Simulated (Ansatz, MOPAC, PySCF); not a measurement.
Species: stibine, SbH3, charge 0, multiplicity 1. SMILES: [SbH3]
Structure (B3LYP-D3(BJ)/def2-TZVP (Ansatz, a first-principles code) minimum search):
```
Sb
H 1 1.7138
H 1 1.7138 2 91.40
H 1 1.7138 2 91.40 3 91.44
```

Unscaled harmonic wavenumbers (cm⁻¹) in rising order, each level at the stationary point that it reaches from this structure (no distance between atoms moves by over 0.3 Å); the order of modes can differ between levels, and a negative number is imaginary. B3LYP-D3(BJ)/def2-TZVP (PySCF, at the structure above): 812, 844, 844, 1935, 1941, 1941.

AM1 (MOPAC): 752, 752, 759, 2453, 2453, 2455. Zero-point energy 13.8 against 11.9 kcal/mol; where all levels lie over 400 cm⁻¹, the wavenumbers are on average 1.085 times those of B3LYP-D3(BJ)/def2-TZVP.

PM6 (MOPAC): 838, 888, 888, 2085, 2085, 2116. Zero-point energy 12.7 against 11.9 kcal/mol; where all levels lie over 400 cm⁻¹, the wavenumbers are on average 1.063 times those of B3LYP-D3(BJ)/def2-TZVP.

PM7 (MOPAC): 926, 941, 941, 2053, 2055, 2055. Zero-point energy 12.8 against 11.9 kcal/mol; where all levels lie over 400 cm⁻¹, the wavenumbers are on average 1.091 times those of B3LYP-D3(BJ)/def2-TZVP.

B3LYP/6-31G* with LANL2DZ past Ar (Ansatz): 843, 880, 880, 1893, 1909, 1909. Zero-point energy 11.9 against 11.9 kcal/mol; where all levels lie over 400 cm⁻¹, the wavenumbers are on average 1.011 times those of B3LYP-D3(BJ)/def2-TZVP.
